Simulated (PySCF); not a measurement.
Al(F)2(Ph), C6H5AlF2, SMILES c1cc[c](cc1)[Al]([F])[F] at its PBE0/def2-SVP optimised geometry (Å):

```
14

Al    -2.4765     0.0122     0.0000
F     -3.3505     1.4194     0.0000
F     -3.3191    -1.4147    -0.0072
C     -0.5550     0.0122     0.0000
C      0.1536    -1.2029    -0.0307
C      1.5473    -1.2201    -0.0413
C      2.2575    -0.0198    -0.0196
C      1.5748     1.1963     0.0131
C      0.1812     1.2107     0.0221
H     -0.3900    -2.1525    -0.0478
H      2.0824    -2.1727    -0.0671
H      3.3505    -0.0321    -0.0285
H      2.1320     2.1365     0.0307
H     -0.3398     2.1727     0.0465
```

Calculation: PBE0/def2-TZVP (PySCF). Cells within 0.4 Å of a nucleus heavier than hydrogen are left out (blank, or x).

Map of the deformation density (molecule minus spherical neutral atoms) (e/bohr³) on the plane z = 0.0 Å:

```
|111111111111111111111111111|
|111111111111111111111111111|
|111111111111111111111111111|
|111111111111111111111111111|
|111111111111111111111111111|
|111111111111111111111111111|
|111111111111111111111111111|
|111111111111111111101111111|
|111112211111751114911111111|
|11112x321111582327721111111|
|11113x3211112xx9xx211111111|
|11112442111158343x511111111|
|111112211233761006823211111|
|1111111xx36xx20002xx9801111|
|111112211233761015824211111|
|1111244211115x3438511111111|
|11113xx211112xx9xx211111111|
|11112x321111672327611111111|
|111111211111851115811111111|
|111111111110111111101111111|
|111111111111111111111111111|
|111111111111111111111111111|
|111111111111111111111111111|
|111111111111111111111111111|
|111111111111111111111111111|
|111111111111111111111111111|
|111111111111111111111111111|
```
Scale: ten equal steps from -0.025 (start of '0') to 0.116 (end of '9'), in the order '0123456789'; x runs from -5.50 to 5.50, y from -5.50 (bottom) to 5.50 (top).
